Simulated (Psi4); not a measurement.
Pair of molecules, SMILES C=C with SMILES C#N (the first has 6 atoms); geometry from B3LYP-D3(BJ)/def2-TZVP, rigid monomers moved along the line of their centres of mass till C1···H9 is 3.69 Å.
(charge 0, multiplicity 1):
```csv
atom,x (Å),y (Å),z (Å)
C,0.6559,0.0111,-0.0014
C,-0.6670,0.0437,0.0893
H,1.2053,-0.9226,0.0198
H,1.2418,0.9158,-0.1115
H,-1.2172,0.9766,0.0571
H,-1.2537,-0.8618,0.1883
C,0.3228,0.3459,4.7210
N,0.4024,0.4217,5.8624
H,0.2481,0.2745,3.6542
```

Method: Psi4 with SAPT0/jun-cc-pV(D+d)Z.

Question: Give the four SAPT terms and the total, and say what mostly holds the pair together.

Answer: electrostatics -1.12, exchange 0.16, induction -0.15, dispersion -0.24, total -1.35 kcal/mol; the largest attraction is electrostatics.
